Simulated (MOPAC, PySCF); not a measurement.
H7NSi2, SMILES `N([SiH3])[SiH3]`, neutral singlet in the gas phase. 

Cartesian coordinates (Å):
```xyz
10

Si    -1.5514    -0.1734    -0.0077
N      0.1019    -0.4896    -0.3889
Si     1.5152     0.3494     0.1374
H     -1.6053     1.1454     0.6699
H     -2.1390    -1.2040     0.8937
H     -2.3832    -0.1431    -1.2418
H      0.2691    -1.3152    -0.9482
H      2.3998     0.6723    -1.0155
H      1.0677     1.6011     0.7963
H      2.3252    -0.4429     1.1049
```
Charge 0, spin multiplicity 1.

All levels are single points at this geometry (PBE0-D4/def2-TZVP); Pople sets use spherical d functions. Orbital energies aren't observables, and empty levels follow the basis.

```tsv
level	HOMO (eV)	LUMO (eV)	gap (eV)	dipole (D)	vertical IE, Delta-SCF (eV)
PBE0-D4/def2-TZVP in PySCF	-7.52	-0.06	7.45	0.95	9.53
B3LYP/3-21G in PySCF	-6.67	0.65	7.32	0.87	–
BP86/6-31G* in PySCF	-6.03	-0.48	5.55	0.94	–
HF/6-31G* in PySCF	-10.65	3.56	14.21	0.96	8.66
AM1 in MOPAC	-9.66	1.33	11.00	0.50	–
PM3 in MOPAC	-8.34	0.24	8.59	0.31	–
```
